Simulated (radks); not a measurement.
Ti III, configuration [Ar] 3d2. Method: Dirac Kohn-Sham, PBE, spin-unpolarised, spherical densities, finite nucleus; open shells fill j = l - 1/2 first; Fermi nuclear charge, rms radius 3.5921 fm; computed with a radial shooting solver on a logarithmic mesh with Libxc functionals.

Normalised radial functions P(r) = r R(r) (large component), r in bohr:

```
   r/bohr * 3d3/2 (the largest magnitude, 0.794, reaches the edge; | marks zero)
 0.006545 *
 0.009764 *
  0.01445 *
  0.02156 *
   0.0319 *
   0.0476 *
    0.071 |*
   0.1051 |  *
   0.1568 |     *
    0.232 |             *
   0.3461 |                         *
   0.5122 |                                        *
   0.7641 |                                                     *
     1.14 |                                                      *
    1.687 |                                           *
    2.517 |                         *
    3.725 |         *
    5.557 | *
    8.223 *
```

3d3/2: eigenvalue -19.698 eV, 0 radial nodes, <r> = 1.43 bohr, 90 % of the charge inside 2.45 bohr.
